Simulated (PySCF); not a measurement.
CH6OSi, SMILES C[SiH2]O. Geometry optimised at B3LYP-D3(BJ)/def2-TZVP. Other conformers were not sampled.

Task: Give the equilibrium geometry at B3LYP-D3(BJ)/def2-TZVP (PySCF confirms it by a frequency run) as Cartesian coordinates in Å. (The exact figures need the calculation; the answer reports its results.)

Result: This is not unique; one that fits is 
```xyz
9

Si    -0.1646     0.4484     0.1695
C      1.5611    -0.2392    -0.0279
O     -1.3284    -0.5928    -0.3834
H     -0.3329     1.6728    -0.6417
H     -0.3943     0.7694     1.6031
H      1.6998    -1.1467     0.5644
H      2.3019     0.4916     0.3073
H      1.7704    -0.4796    -1.0721
H     -1.4800    -1.4078     0.1004
```
Charge 0, spin multiplicity 1.
